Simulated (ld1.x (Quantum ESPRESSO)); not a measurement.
## An all-electron radial function and its pseudo partner (beryllium (Be))

Columns: radius, all-electron u(r) and pseudo u(r) of the 2p shell (level -2.50 eV) of beryllium in the configuration [He] 2s1 2p1; PBEsol, non-relativistic, TM scheme, ld1.x (Quantum ESPRESSO) 7.5.

```
r (bohr)  all-electron  pseudo
   0.210        0.0471  0.0153
   0.420        0.1349  0.0594
   0.630        0.2258  0.1273
   0.840        0.3073  0.2110
   1.050        0.3757  0.3010
   1.260        0.4320  0.3876
   1.470        0.4761  0.4624
   1.680        0.5078  0.5195
   1.890        0.5281  0.5566
   2.100        0.5386  0.5744
   2.310        0.5408  0.5759
   2.520        0.5361  0.5653
   2.730        0.5258  0.5469
   2.940        0.5113  0.5245
   3.150        0.4934  0.5004
   3.360        0.4731  0.4761
   3.570        0.4512  0.4520
   3.780        0.4281  0.4283
   3.990        0.4046  0.4046
   4.200        0.3810  0.3810
   4.410        0.3577  0.3577
   4.620        0.3349  0.3349
   4.830        0.3128  0.3128
   5.040        0.2916  0.2916
   5.250        0.2714  0.2714
   5.460        0.2523  0.2523
```

Problem. How many radial nodes do the two functions have?

Solution. The all-electron 2p function has n − l − 1 = 0; the pseudo-wave has 0.

Problem. At about which radius was the pseudo-wave matched?

Solution. 4.20 bohr. The columns agree to 0.0005 from 3.78 bohr on; several derivatives are matched, so the curves merge somewhat inside the radius.

Problem. Where does each function peak?

Solution. Outermost all-electron maximum near 2.31 bohr, pseudo maximum near 2.31 bohr (to the table’s step).

Problem. Is the pseudo-wave norm-conserving?

Solution. Yes: the TM scheme keeps the norm inside the radius equal to the all-electron one, which fixes the energy derivative of the logarithmic derivative at the level.
